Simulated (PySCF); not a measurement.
## Working out the ionisation energy of Ar⁺

Ar⁺ [Ne] 3s2 3p5 (2P) → Ar²⁺ [Ne] 3s2 3p4 (3P). Computed with PySCF 2.14 in def2-TZVPPD (6s6p4d1f, 51 functions), with no relativity, point nucleus. Frozen: [Ne]. Energies in hartree (1 hartree = 27.21139 eV):

```
            part  Ar⁺ (lower)  Ar²⁺ (upper)
             UHF  -526.267638   -525.298855
CCSD correlation    -0.191901     -0.157332
             (T)    -0.005412     -0.004164
```

Problem. What does Hartree-Fock give?

Solution. (-525.298855) − (-526.267638) = 0.968783 hartree = 26.362 eV.

Problem. What do CCSD and CCSD(T) give?

Solution. The CCSD correlation energies differ by 0.034569 hartree = 0.941 eV and the triples by 0.001248 hartree = 0.034 eV, so CCSD gives 27.303 eV and CCSD(T) 27.337 eV.

A first-order spin-orbit estimate adds -0.006 eV to CCSD(T) (valence), giving 27.331 eV against 27.630 eV (measured; NIST Atomic Spectra Database, ionization energies).

What remains against the reference includes basis incompleteness, the frozen core and higher excitations.
